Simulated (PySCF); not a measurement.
SnH3F, SMILES [F][SnH3]. Geometry optimised at B3LYP-D3(BJ)/def2-TZVP. The def2 effective core potentials stand for the cores of Sn; spin–orbit coupling is left out.

Computed equilibrium geometry at B3LYP-D3(BJ)/def2-TZVP (PySCF confirms it by a frequency run) as bond lengths and angles, and its point group:
point group C3v.
Atoms: Sn1 F2 H3 H4 H5. Bond lengths (Å): Sn1–F2 1.940, Sn1–H3 1.705, Sn1–H4 1.705, Sn1–H5 1.705. Angles (°): F2–Sn1–H3 104.6, F2–Sn1–H4 104.6, F2–Sn1–H5 104.6, H3–Sn1–H4 113.8, H3–Sn1–H5 113.8, H4–Sn1–H5 113.8.
Charge 0, spin multiplicity 1.
